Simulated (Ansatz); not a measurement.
Species: diethylaminoboronic acid, C$_{4}$H$_{12}$BNO$_{2}$, net charge 0, singlet state. 
Coordinates optimised at B3LYP-D3(BJ)/def2-TZVP (Ansatz, a first-principles code):
```
N
B 1 1.4199
O 2 1.3830 1 117.34
H 3 0.9616 2 110.70 1 178.58
O 2 1.3831 3 115.24 4 -1.36
H 5 0.9574 2 115.55 3 179.19
C 1 1.4575 2 129.96 3 176.64
H 7 1.0961 1 108.41 2 -127.03
H 7 1.0983 8 105.75 1 116.43
C 1 1.4667 2 118.27 3 -1.01
H 10 1.0879 1 108.74 2 -29.42
H 10 1.0951 11 107.04 1 116.66
C 7 1.5217 8 107.45 9 115.47
H 13 1.0909 7 108.85 8 -53.64
H 13 1.0917 14 107.27 7 -121.37
H 13 1.0931 14 106.47 15 -117.46
C 10 1.5265 11 109.38 12 119.11
H 17 1.0905 10 110.08 11 58.60
H 17 1.0919 18 108.30 10 -122.34
H 17 1.0924 18 108.29 19 -116.58
```

Total electronic energies in hartree. Cores are frozen in the correlated levels unless marked. Spin-orbit coupling is left out. Non-relativistic. Basis-set limits of correlation are two-point, X^-3; Hartree-Fock from the larger set. The bracket is a focal-point correction in the basis named.

| level | program | energy (Eh) |
|---|---|---|
| HF/STO-3G | Ansatz | -382.56184 |
| HF/cc-pVDZ | Ansatz | -387.48758 |
| HF/cc-pwCVTZ | Ansatz | -387.60976 |
| RI-HF/cc-pVQZ | Ansatz | -387.63445 |
| BLYP/def2-TZVPD | Ansatz | -389.83997 |
| B97M-V/def2-TZVPD | Ansatz | -389.95710 |
| B3LYP/def2-TZVPD | Ansatz | -390.01129 |
| PBE0/STO-3G | Ansatz | -384.41624 |
| PBE0-D4/def2-TZVP | Ansatz + dftd4 | -389.55430 |
| PBE0-D4/def2-TZVPD | Ansatz + dftd4 | -389.55678 |
| BHLYP/def2-TZVPD | Ansatz | (withheld) |
| HSE06-D3(BJ)/def2-TZVPD | Ansatz + dftd3 | -389.53239 |
| CAM-B3LYP/def2-TZVPD | Ansatz | -389.82097 |
| LC-wPBE-D4/def2-TZVPD | Ansatz + dftd4 | (withheld) |
| B2PLYP-D3(BJ)/def2-TZVPD | Ansatz + dftd3 | (withheld) |
| RI-MP2/aug-cc-pVTZ | Ansatz | -389.13251 |
| RI-MP2/cc-pVTZ | Ansatz | -389.10199 |
| SCS-MP2/cc-pVTZ | Ansatz | -389.09105 |
| CCSD/aug-cc-pVDZ | Ansatz | -388.84775 |
| CCSD(T)/6-31G* | Ansatz | -388.67356 |
| CCSD(T)/cc-pVDZ | Ansatz | -388.80161 |
| CCSD(T)/cc-pVTZ | Ansatz | -389.21823 |
| RI-MP2/CBS(cc-pVTZ,cc-pVQZ)+[CCSD(T)-MP2]/cc-pVTZ | Ansatz | -389.4222 |

Question: Some entries are withheld; supply them.

Answer: 
- BHLYP/def2-TZVPD, energy (Eh): -389.77883
- LC-wPBE-D4/def2-TZVPD, energy (Eh): -389.78106
- B2PLYP-D3(BJ)/def2-TZVPD, energy (Eh): -389.68700
